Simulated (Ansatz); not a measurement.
Cartesian coordinates in Å:
```
O 1.8303 0.2372 -0.8263
Si 0.2925 0.7842 -0.9893
Sn -1.0143 -0.3521 0.9201
Cl 0.6335 -1.9929 1.4005
H 1.9403 -0.5670 -0.3056
H 0.2801 2.2621 -0.8665
H -0.3137 0.4024 -2.2923
H -1.2284 0.4760 2.3960
H -2.4202 -1.2498 0.5634
```

The species carries charge 0 and has multiplicity 1. Sn: def2 effective core potential.

(1) List the ωB97M-V/def2-TZVPP orbital energies in eV (Ansatz). (Estimate.)

Results:

(1) The calculation gave: Occupied: -2771.50, -1808.02, -526.43, -261.87, -199.34, -199.23, -199.22, -149.00, -143.61, -103.15, -103.11, -103.09, -98.27, -98.12, -98.10, -31.89, -31.75, -31.72, -31.65, -31.62, -31.16, -24.95, -18.91, -17.34, -15.61, -13.77, -13.66, -12.29, -12.21, -11.57, -11.48, -10.89, -9.98. Lowest empty: 0.16, 1.20, 1.67, 2.14, 2.41, 3.05, 3.30, 3.68.
